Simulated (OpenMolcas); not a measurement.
# Ionisation energies of palladium

* Program: OpenMolcas
* Basis: ANO-RCC-VDZP [6s5p3d1f]
* Scalar Hamiltonian: DKH2, point nucleus
* Spin-orbit coupling: RASSI with atomic mean-field integrals over the reference wave functions, term energies averaged over their components

Active shells in each charge state: the valence d shell, with orbitals averaged over the low states. Where CASPT2's correlated closed shells are named, they are those of the first ion.

A. CASSCF
B. SS-CASPT2, IPEA 0.25 Eh, imaginary shift 0.1 Eh (closed shells correlated: 4s 4p)
C. SS-CASPT2, IPEA 0 Eh, imaginary shift 0.1 Eh (closed shells correlated: 4s 4p)
D. SS-CASPT2, IPEA 0.25 Eh, imaginary shift 0.1 Eh (closed shells correlated: none)
E. SS-CASPT2, IPEA 0.25 Eh, imaginary shift 0.1 Eh (closed shells correlated: 3d 4s 4p)

Energies in eV between the lowest computed levels, named as in B; reference values from the NIST Atomic Spectra Database with their kind.

```json
{"From": "Pd2+ 4d⁸ ³F₄", "To": "Pd3+ 4d⁷ ⁴F_9/2", "A": "31.282", "B": "32.696", "C": "32.623", "D": "32.735", "E": "32.697", "Spin-orbit share in B": "-0.032", "Reference": "32.930 (semi-empirical)"}
{"From": "Pd3+ 4d⁷ ⁴F_9/2", "To": "Pd4+ 4d⁶ ⁵D₄", "A": "46.119", "B": "47.225", "C": "47.240", "D": "47.240", "E": "47.221", "Spin-orbit share in B": "+0.091", "Reference": "46.000 (theoretical)"}
{"From": "Pd4+ 4d⁶ ⁵D₄", "To": "Pd5+ 4d⁵ ⁶S_5/2", "A": "61.256", "B": "62.162", "C": "62.132", "D": "62.146", "E": "62.154", "Spin-orbit share in B": "+0.239", "Reference": "61.000 (theoretical)"}
{"From": "Pd5+ 4d⁵ ⁶S_5/2", "To": "Pd6+ 4d⁴ ⁵D₀", "A": "83.865", "B": "84.312", "C": "84.383", "D": "84.408", "E": "84.284", "Spin-orbit share in B": "-0.397", "Reference": "84.100 (theoretical)"}
{"From": "Pd6+ 4d⁴ ⁵D₀", "To": "Pd7+ 4d³ ⁴F_3/2", "A": "101.609", "B": "102.022", "C": "102.069", "D": "102.013", "E": "101.992", "Spin-orbit share in B": "-0.147", "Reference": "101.000 (theoretical)"}
{"From": "Pd7+ 4d³ ⁴F_3/2", "To": "Pd8+ 4d² ³F₂", "A": "121.112", "B": "121.452", "C": "121.510", "D": "121.344", "E": "121.419", "Spin-orbit share in B": "-0.010", "Reference": "120.000 (theoretical)"}
```

The lowest level within the active space need not be the ion's true ground level.
